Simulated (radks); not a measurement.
Question: All-electron atom: Sr+ in [Kr] 5s0.5 5p0.5 (fractional occupations, a model configuration). Calculated with a radial shooting solver on a logarithmic mesh with Libxc functionals: Dirac Kohn-Sham, exchange-only LDA, spin-unpolarised, spherical densities, point nucleus; open shells are shared between the two j in proportion to 2j + 1. Some entries of the table are withheld. Estimate them.

orbital      occ.  eigenvalue (eV)  <r> (bohr)  <1/r> (bohr^-1)
1s1/2           2        -15910.85     0.03921            38.95
2s1/2           2        -2158.899      0.1724            8.767
2p1/2           2              (1)      0.1476              (2)
2p3/2           4              (3)      0.1518              (4)
3s1/2           2              (5)      0.4930            2.929
3p1/2           2        -267.9847         (6)              (7)
3p3/2           4        -257.5004         (8)              (9)
3d3/2           4        -134.5131      0.4968            2.519
3d5/2           6        -132.6829      0.5005            2.498
4s1/2           2         -46.4512       1.356           0.9965
4p1/2           2         -29.2015       1.543           0.8665
4p3/2           4         -28.0180       1.577           0.8445
5s1/2         0.5          -8.0407       3.916           0.3273
5p1/2    0.166667          -5.2163       4.908             (10)
5p3/2    0.333333          -5.1088       4.991             (11)

Answer: 
(1) 2p1/2 eigenvalue (eV): -1966.723
(2) 2p1/2 <1/r> (bohr^-1): 8.746
(3) 2p3/2 eigenvalue (eV): -1898.453
(4) 2p3/2 <1/r> (bohr^-1): 8.406
(5) 3s1/2 eigenvalue (eV): -337.7731
(6) 3p1/2 <r> (bohr): 0.4922
(7) 3p1/2 <1/r> (bohr^-1): 2.823
(8) 3p3/2 <r> (bohr): 0.5027
(9) 3p3/2 <1/r> (bohr^-1): 2.741
(10) 5p1/2 <1/r> (bohr^-1): 0.2589
(11) 5p3/2 <1/r> (bohr^-1): 0.2544
